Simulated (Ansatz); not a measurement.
Relaxation of mer-FeF3(NH3)3 (FeN₃F₃H₉) with UKS PBE-D4/def2-SVP.

```sh
$ ansatz run in.yaml --threads 4 --pin off --events-out ev --progress --plain --max-ram 4787MiB
```

```yaml
crystal:
  periodic: [false, false, false]
  atoms:
    - {symbol: F, position_ang: [-0.315550, -0.682010, 1.679510]}
    - {symbol: F, position_ang: [-0.245140, -0.698160, -1.669190]}
    - {symbol: F, position_ang: [2.167880, 0.113040, 0.066350]}
    - {symbol: Fe, position_ang: [0.318540, -0.170290, 0.015150]}
    - {symbol: N, position_ang: [-1.987970, 0.514250, -0.030780]}
    - {symbol: N, position_ang: [0.523270, 2.145750, -0.022660]}
    - {symbol: N, position_ang: [1.076750, -2.351240, 0.036240]}
    - {symbol: H, position_ang: [-2.347080, -0.035970, -0.794410]}
    - {symbol: H, position_ang: [-2.223440, 1.483790, -0.156970]}
    - {symbol: H, position_ang: [-2.349850, 0.170810, 0.844050]}
    - {symbol: H, position_ang: [0.188870, 2.551610, -0.881060]}
    - {symbol: H, position_ang: [1.523690, 2.261960, 0.031910]}
    - {symbol: H, position_ang: [0.092510, 2.597630, 0.766980]}
    - {symbol: H, position_ang: [0.786630, -2.802600, -0.814670]}
    - {symbol: H, position_ang: [0.711500, -2.820770, 0.847290]}
    - {symbol: H, position_ang: [2.079390, -2.277790, 0.082260]}
basis:
  gaussian: {orbitals: def2-SVP}
magnetization: {spin_polarized: true, initial_magnetization: 5}
hamiltonian: {xc: pbe, dispersion: d4}
scf: {lower_state_search: "off"}
output: {orbitals: {seedname: orbitals}}
relax: {f_tol: 0.02, max_steps: 100}
```

It took 12 s on 4 threads of INTEL XEON PLATINUM 8581C on a shared host.

Positions (Å) and forces (eV/Å) at steps 1, 2, 3, 4, 5, 6, 7, 8 of 8:

```xyz
16
step=1 energy=-47125.3590 eV
F    -0.316   -0.682    1.680    0.008    0.119    0.117
F    -0.245   -0.698   -1.669    0.010    0.117   -0.130
F     2.168    0.113    0.066    0.010    0.100   -0.004
Fe    0.319   -0.170    0.015    0.105   -0.267    0.020
N    -1.988    0.514   -0.031    0.952   -0.078    0.045
N     0.523    2.146   -0.023   -0.265   -1.081    0.032
N     1.077   -2.351    0.036   -0.446    0.792   -0.014
H    -2.347   -0.036   -0.794   -0.209   -0.402   -0.689
H    -2.223    1.484   -0.157   -0.402    0.762   -0.127
H    -2.350    0.171    0.844   -0.225   -0.259    0.766
H     0.189    2.552   -0.881   -0.314    0.443   -0.702
H     1.524    2.262    0.032    0.867   -0.106    0.043
H     0.093    2.598    0.767   -0.393    0.490    0.628
H     0.787   -2.803   -0.815   -0.231   -0.374   -0.718
H     0.712   -2.821    0.847   -0.291   -0.393    0.691
H     2.079   -2.278    0.082    0.824    0.137    0.040
16
step=2 energy=-47125.4979 eV
F    -0.308   -0.608    1.702    0.039    0.014    0.056
F    -0.236   -0.623   -1.693    0.048   -0.006   -0.068
F     2.177    0.143    0.065    0.115    0.028    0.000
Fe    0.331   -0.169    0.016   -0.289    0.092    0.007
N    -1.956    0.535   -0.033   -0.322    0.367   -0.067
N     0.491    2.114   -0.023    0.385   -0.192    0.073
N     1.030   -2.333    0.037   -0.204    0.362   -0.005
H    -2.208   -0.090   -0.811   -0.022    0.161   -0.023
H    -2.415    1.465   -0.152    0.267   -0.743    0.056
H    -2.245    0.104    0.854   -0.012    0.067    0.036
H     0.213    2.583   -0.891   -0.028    0.026   -0.055
H     1.524    2.076    0.032   -0.120    0.042   -0.014
H     0.123    2.642    0.777   -0.014   -0.001    0.003
H     0.753   -2.803   -0.825   -0.012   -0.106   -0.162
H     0.682   -2.821    0.863   -0.024   -0.105    0.157
H     2.044   -2.213    0.081    0.193   -0.008    0.007
16
step=3 energy=-47125.5252 eV
F    -0.310   -0.562    1.712    0.058    0.014    0.080
F    -0.234   -0.584   -1.703    0.041    0.022   -0.080
F     2.167    0.160    0.065    0.264   -0.151    0.006
Fe    0.314   -0.133    0.015   -0.212    0.090    0.027
N    -2.012    0.457   -0.030   -0.234    0.198   -0.038
N     0.588    2.121   -0.024   -0.014    0.045    0.014
N     0.991   -2.280    0.040   -0.090    0.078    0.000
H    -2.229   -0.146   -0.839    0.028    0.179    0.104
H    -2.526    1.356   -0.117    0.210   -0.486    0.030
H    -2.285   -0.022    0.842    0.060    0.125   -0.121
H     0.305    2.592   -0.893    0.013   -0.002    0.073
H     1.623    2.076    0.023   -0.225   -0.059   -0.008
H     0.228    2.657    0.778    0.027   -0.024   -0.090
H     0.718   -2.762   -0.823    0.040   -0.004    0.019
H     0.650   -2.772    0.872    0.043   -0.003   -0.015
H     2.010   -2.157    0.082   -0.008   -0.022   -0.001
16
step=4 energy=-47125.5442 eV
F    -0.292   -0.539    1.725    0.021    0.034    0.058
F    -0.221   -0.560   -1.711    0.025    0.030   -0.061
F     2.179    0.125    0.065    0.163    0.027    0.002
Fe    0.311   -0.117    0.017   -0.148   -0.052    0.013
N    -2.004    0.455   -0.033   -0.115   -0.035    0.001
N     0.577    2.108   -0.026   -0.014    0.072   -0.006
N     0.976   -2.258    0.043   -0.084   -0.048   -0.004
H    -2.208   -0.126   -0.858    0.019    0.069    0.062
H    -2.547    1.327   -0.091    0.073   -0.114    0.013
H    -2.258   -0.053    0.827    0.031    0.066   -0.080
H     0.305    2.587   -0.894    0.008   -0.029    0.046
H     1.606    2.034    0.020   -0.032   -0.001   -0.002
H     0.232    2.653    0.774    0.014   -0.033   -0.042
H     0.705   -2.748   -0.817    0.034    0.002    0.037
H     0.643   -2.752    0.879    0.036    0.005   -0.034
H     1.996   -2.135    0.081   -0.032    0.007   -0.003
16
step=5 energy=-47125.5532 eV
F    -0.242   -0.469    1.753    0.001    0.022    0.079
F    -0.157   -0.482   -1.733    0.010    0.023   -0.068
F     2.217    0.107    0.073   -0.149   -0.014   -0.002
Fe    0.322   -0.114    0.023   -0.019    0.054   -0.027
N    -2.013    0.410   -0.036    0.013   -0.052    0.004
N     0.578    2.100   -0.028    0.012    0.043    0.009
N     0.928   -2.254    0.042    0.056   -0.118    0.011
H    -2.262   -0.140   -0.868    0.036    0.009    0.015
H    -2.510    1.307   -0.079    0.005    0.017    0.000
H    -2.303   -0.086    0.817    0.034    0.001   -0.013
H     0.301    2.578   -0.893   -0.002   -0.018   -0.013
H     1.607    2.028    0.010    0.013   -0.009    0.001
H     0.242    2.646    0.774    0.003   -0.014    0.008
H     0.698   -2.781   -0.807   -0.017    0.024   -0.006
H     0.652   -2.773    0.882   -0.015    0.020    0.003
H     1.942   -2.077    0.069    0.020    0.013    0.000
16
step=6 energy=-47125.5595 eV
F    -0.211   -0.413    1.791    0.016    0.007   -0.129
F    -0.125   -0.419   -1.773    0.013    0.004    0.128
F     2.194    0.097    0.072   -0.044    0.010   -0.003
Fe    0.305   -0.107    0.021    0.047    0.016    0.009
N    -1.991    0.363   -0.034    0.005   -0.017    0.004
N     0.579    2.110   -0.028   -0.031   -0.007   -0.004
N     0.903   -2.255    0.043   -0.057    0.013   -0.003
H    -2.248   -0.166   -0.876    0.007   -0.010   -0.010
H    -2.463    1.274   -0.064    0.019    0.003    0.001
H    -2.287   -0.134    0.815    0.010   -0.011    0.006
H     0.298    2.574   -0.899    0.012    0.012   -0.007
H     1.607    2.035    0.009   -0.010   -0.018    0.000
H     0.241    2.656    0.773    0.011    0.016    0.009
H     0.667   -2.772   -0.810    0.004   -0.017   -0.003
H     0.613   -2.764    0.885    0.004   -0.015    0.002
H     1.916   -2.079    0.075   -0.004    0.016   -0.001
16
step=7 energy=-47125.5627 eV
F    -0.196   -0.397    1.791    0.007    0.007    0.000
F    -0.107   -0.405   -1.768    0.007    0.007   -0.003
F     2.193    0.105    0.075    0.018    0.015    0.000
Fe    0.311   -0.094    0.023   -0.025   -0.037    0.000
N    -1.980    0.325   -0.034    0.013    0.023    0.003
N     0.574    2.127   -0.030    0.036    0.030    0.004
N     0.874   -2.252    0.043    0.021   -0.012    0.001
H    -2.243   -0.192   -0.881    0.000   -0.001    0.001
H    -2.426    1.249   -0.056   -0.009   -0.018    0.001
H    -2.281   -0.171    0.814    0.001   -0.001   -0.005
H     0.309    2.600   -0.901   -0.008    0.000   -0.001
H     1.602    2.040    0.008   -0.026   -0.027   -0.001
H     0.251    2.684    0.770   -0.006    0.004   -0.001
H     0.641   -2.773   -0.810   -0.004    0.005    0.005
H     0.590   -2.767    0.883   -0.002    0.004   -0.004
H     1.889   -2.080    0.072   -0.023   -0.001    0.000
16
step=8 energy=-47125.5633 eV
F    -0.191   -0.392    1.794    0.001    0.000   -0.001
F    -0.097   -0.394   -1.769    0.001    0.000    0.001
F     2.194    0.114    0.078    0.008   -0.002    0.001
Fe    0.312   -0.091    0.025   -0.010    0.008    0.000
N    -1.978    0.318   -0.033    0.000   -0.001    0.001
N     0.576    2.134   -0.030   -0.011   -0.005   -0.001
N     0.866   -2.252    0.042   -0.002   -0.001   -0.001
H    -2.234   -0.198   -0.883    0.000    0.000    0.002
H    -2.441    1.234   -0.050    0.003   -0.002    0.001
H    -2.272   -0.187    0.812    0.000   -0.001   -0.003
H     0.314    2.602   -0.905    0.001    0.002    0.001
H     1.603    2.031    0.007    0.008   -0.006   -0.001
H     0.259    2.698    0.767    0.000    0.003   -0.001
H     0.628   -2.770   -0.810    0.001    0.004    0.002
H     0.581   -2.764    0.884    0.001    0.003   -0.002
H     1.881   -2.085    0.070    0.002   -0.002    0.000
```

Another isomer (sextet) lies 0.09 eV lower at PBE-D4/def2-SVP; other spin states weren't run for this one.
